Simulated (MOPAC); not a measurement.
MOPAC input (PM6):

```
PM6 PRECISE GNORM=0.05 LET XYZ GEO-OK AUX(PRECISION=9) THREADS=1
Cl2Se

Se   -0.00483803 1   -0.00060100 1    0.68657595 1
Cl    1.11237023 1    1.27416554 1   -0.67765679 1
Cl   -1.10269418 1   -1.27296353 1   -0.69549512 1
```

From the last part of the output:

```
                                                       MOPAC v23.2.5 Linux

          FINAL HEAT OF FORMATION =        -14.23911 KCAL/MOL =     -59.57643 KJ/MOL

          COSMO AREA              =        109.88 SQUARE ANGSTROMS
          COSMO VOLUME            =         96.59 CUBIC ANGSTROMS

          GRADIENT NORM           =          0.00898          =       0.00519 PER ATOM
          IONIZATION POTENTIAL    =          9.197876 EV
          HOMO LUMO ENERGIES (EV) =         -9.198 -2.596
          NO. OF FILLED LEVELS    =         10
          MOLECULAR WEIGHT        =        149.8660         POINT GROUP:  C2v

          MOLECULAR DIMENSIONS (Angstroms)

            Atom       Atom       Distance
           Cl     3   Cl     2     3.38210
           Cl     2   Se     1     1.44914
           Cl     2   Se     1     0.00000

          SCF CALCULATIONS        =         10

   ATOM   CHEMICAL          X               Y               Z
  NUMBER   SYMBOL      (ANGSTROMS)     (ANGSTROMS)     (ANGSTROMS)

     1      Se         -0.00514064  *  -0.00063459  *   0.73007244  *
     2      Cl          1.11472731  *   1.27664142  *  -0.71009230  *
     3      Cl         -1.10459966  *  -1.27538928  *  -0.72797255  *

                             CARTESIAN COORDINATES

   1   Se       -0.005140636    -0.000634595     0.730072439
   2   Cl        1.114727313     1.276641423    -0.710092298
   3   Cl       -1.104599663    -1.275389277    -0.727972551

           Empirical Formula: Se Cl2  =     3 atoms

      MOLECULAR POINT GROUP   :   C2v

                  EIGENVALUES
 -26.41252 -26.36751 -21.86722 -14.99327 -14.18237 -12.75922 -11.75163 -11.70095
 -11.53882  -9.19788  -2.59581  -2.06947  87.33321  87.58913  87.77876  88.37229
  88.46738  88.57026  88.69350  88.70227  89.26740  89.28402

              NET ATOMIC CHARGES AND DIPOLE CONTRIBUTIONS

  ATOM NO.   TYPE          CHARGE      No. of ELECS.   s-Pop       p-Pop       d-Pop
    1         Se           0.325758        5.6742     1.99102     3.68322
    2         Cl          -0.162876        7.1629     1.99599     5.16436     0.00253
    3         Cl          -0.162883        7.1629     1.99599     5.16437     0.00253
 DIPOLE           X         Y         Z       TOTAL
 POINT-CHG.    -0.016    -0.002     2.267     2.267
 HYBRID         0.004     0.000    -0.504     0.504
 SUM           -0.012    -0.001     1.763     1.763

          ATOMIC ORBITAL ELECTRON POPULATIONS

     Atom    s        px        py        pz      x^2-y^2     xz        z^2       yz        xy
    1 Se   1.99102   1.50711   1.34900   0.82711
    2 Cl   1.99599   1.78102   1.71446   1.66888   0.00063   0.00045   0.00050   0.00045   0.00050
    3 Cl   1.99599   1.78777   1.71542   1.66117   0.00062   0.00045   0.00050   0.00045   0.00049

 **********************
 *                    *
 * JOB ENDED NORMALLY *
 *                    *
 **********************

 == MOPAC DONE ==
```

The geometry given is a B3LYP-D3(BJ)/def2-TZVP minimum.
